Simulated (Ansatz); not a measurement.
Consider the atomization: `COC1=N[SiH]1C` → 3 C• + 7 H• + N• + O• + Si•.

Computed with Ansatz on PBE0-D4/def2-TZVP structures; ΔE is electronic, products minus reactants. CCSD(T)/CBS adds triple-zeta CCSD(T) − MP2 to the extrapolated MP2 energy (def2 sets, frozen cores). This one scheme is used for every species, atoms too. DFT in def2-TZVPP. B3LYP here is the variant with VWN-RPA as its local correlation; programs differ in this. Open shells (•) are unrestricted, without spin–orbit coupling. Spin–orbit coupling would lower the free atoms: a little for C, O, Si.

```json
{"level": "r2SCAN-D4", "ΔE (kcal/mol)": "1211.1", "difference from CCSD(T)/CBS": "6.2"}
{"level": "PBE0-D4", "ΔE (kcal/mol)": "1213.3", "difference from CCSD(T)/CBS": "8.4"}
{"level": "B3LYP-D4", "ΔE (kcal/mol)": "1208.0", "difference from CCSD(T)/CBS": "3.1"}
{"level": "ωB97X-V", "ΔE (kcal/mol)": "1212.3", "difference from CCSD(T)/CBS": "7.4"}
{"level": "ωB97M-V", "ΔE (kcal/mol)": "1212.4", "difference from CCSD(T)/CBS": "7.5"}
{"level": "PBE", "ΔE (kcal/mol)": "1236.4", "difference from CCSD(T)/CBS": "31.5"}
{"level": "r2SCAN", "ΔE (kcal/mol)": "1209.5", "difference from CCSD(T)/CBS": "4.6"}
{"level": "PBE0", "ΔE (kcal/mol)": "1208.0", "difference from CCSD(T)/CBS": "3.1"}
{"level": "MP2/def2-TZVPP", "ΔE (kcal/mol)": "1195.6", "difference from CCSD(T)/CBS": "-9.3"}
{"level": "SCS-MP2/def2-TZVPP", "ΔE (kcal/mol)": "1189.3", "difference from CCSD(T)/CBS": "-15.6"}
{"level": "CCSD(T)/def2-TZVPP", "ΔE (kcal/mol)": "1171.0", "difference from CCSD(T)/CBS": "-33.9"}
{"level": "HF/def2-QZVPP", "ΔE (kcal/mol)": "846.6", "difference from CCSD(T)/CBS": "-358.3"}
{"level": "MP2/def2-QZVPP", "ΔE (kcal/mol)": "1215.9", "difference from CCSD(T)/CBS": "11.0"}
{"level": "SCS-MP2/def2-QZVPP", "ΔE (kcal/mol)": "1212.2", "difference from CCSD(T)/CBS": "7.3"}
{"level": "HF/CBS(def2)", "ΔE (kcal/mol)": "847.0", "difference from CCSD(T)/CBS": "-357.9"}
{"level": "MP2/CBS(def2)", "ΔE (kcal/mol)": "1229.6", "difference from CCSD(T)/CBS": "24.7"}
{"level": "CCSD(T)/CBS", "ΔE (kcal/mol)": "1204.9", "difference from CCSD(T)/CBS": "0"}
```

Largest T1 diagnostic among the species: 0.014.

In def2-TZVPP, CCSD(T) changes the Hartree–Fock value by +326.5 kcal/mol (the triples alone add +22.3 kcal/mol) and MP2 by +351.2 kcal/mol; breaking electron pairs costs correlation energy, which Hartree–Fock lacks. From PBE to PBE0 (25 % exact exchange), in def2-TZVPP and without D4, ΔE moves by −28.3 kcal/mol: exact exchange takes away binding that semilocal exchange gives to molecules. The D4 term adds +10.0 kcal/mol with B3LYP and +5.3 kcal/mol with PBE0; it sums over pairs of atoms, weighted by their polarisabilities, and B3LYP, whose exchange is more repulsive, gets the larger term.

For atomizations the MP2-based limit and the directly extrapolated one differ by several kJ/mol either way, and by 10 to 25 for some Ge, Se and Sn compounds, so smaller differences from it don't rank the levels.
